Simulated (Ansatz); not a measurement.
The same path of AlCl2H3O2 (8 atoms, charge 0, multiplicity 1) was run twice with different band settings. Lost on the way: Al1–H2, H5–O6. Made: Al1–O7, H2–H5.

Method: RKS PBE/def2-SVP in Ansatz.

Relaxed end points:

```xyz
8
Properties=species:S:1:pos:R:3
Al -0.683 -0.863 0.138
H -2.183 -0.338 0.178
Cl -0.131 -2.498 -1.088
Cl 0.520 -0.628 1.935
H -0.472 1.592 -0.598
O 0.071 0.783 -0.741
O 1.414 1.189 -0.365
H 1.464 0.762 0.542
```

```xyz
8
Properties=species:S:1:pos:R:3
Al 0.093 -0.432 0.031
H -2.082 0.347 0.174
Cl -0.190 -2.054 -1.280
Cl -0.068 -0.688 2.122
H -2.110 0.000 -0.518
O 0.430 1.212 -0.580
O 1.789 0.547 -0.354
H 2.137 1.068 0.405
```

Common settings: spring 5.0 eV/Å²; optimiser quadratic models (default); start path through a guess of the saddle point; force threshold 0.05 eV/Å; iteration limit 60; end points relaxed.

| run | movable images | climbing image |
| --- | --- | --- |
| 1 | 5 | yes |
| 2 | 2 | no |

(1) What does each run give, and how far can it be trusted?

Answers

(1) Run 1: converged after 20 iterations, highest image 0.736 eV above the first end. A vibrational analysis at the climbing image gives one clearly imaginary mode, 904i cm⁻¹: a first-order saddle point.
Run 2: converged after 10 iterations, highest image 0.257 eV above the first end. No image climbed, so the highest image needn't sit at the top of the path. A band with more images between the same ends climbed to 0.74 eV, so this one has probably stepped over the top. So few images can step over the top or miss a turn of the path.
The orbitals stay closed-shell, which can raise the energy where a bond breaks towards radicals; this wasn't checked here.
